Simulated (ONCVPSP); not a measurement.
# Pseudopotential generation for erbium: ONCV, PBEsol, scalar-relativistic.

Er, optimised norm-conserving Vanderbilt (ONCV), made with ONCVPSP 4.0.1 (PBEsol, scalar-relativistic). Core [Kr] 4d10, reference 4f12 5s2 5p6 5d0.5 6s1.5. Waves: 5s+6s: rc 2.00 bohr, ncon 4, nbas 8, qcut 6.8 1/bohr, 2 projectors; 5p: rc 1.40 bohr, ncon 4, nbas 8, qcut 5.5 1/bohr, 2 projectors, debl 2.8 Ha; 5d: rc 2.30 bohr, ncon 4, nbas 8, qcut 3.8 1/bohr, 3 projectors, debl 2.9 Ha; 4f: rc 1.05 bohr, ncon 4, nbas 8, qcut 16.3 1/bohr, 1 projector. Local part: polynomial inside 1.00 bohr (lpopt 3, dvloc0 0 Ha). Core correction: polynomial model core, fcfact 0.65.

All-electron outer shells of the reference configuration (PBEsol, scalar-relativistic, ld1.x):

```tsv
shell	level (eV)	outermost node (bohr)	outermost maximum (bohr)
4d	-164.92	0.25	0.51
5s	-51.55	0.60	1.11
5p	-26.09	0.65	1.28
6s	-3.77	1.52	3.38
4f	-2.86	–	0.51
5d	-0.82	0.73	2.16
```

What the tests gave:

```
Cutoffs needed             : 115 Ha and 135 Ha (the cutoffs (Ha) at which the residual kinetic energy of the hardest occupied pseudo-wave falls to 1 and 0.1 mHa per electron)
Ghost test                 : ghosts flagged at negative energy: d at -20417.0 eV; GHOST(+) flagged for s at 14.9 eV, s at 15.5 eV, p at 249.4 eV; a true bound ghost makes a file unfit for plane-wave use
Configuration tests        : tests left out (the all-electron energies of this program are off by 10 to 40 meV for near-neutral 4f atoms)
rms error of d²Exc/dni dnj : 4.34 mHa without and 1.02 mHa with the model core
```

Generation and tests took about 5 s on one core of a shared server CPU.
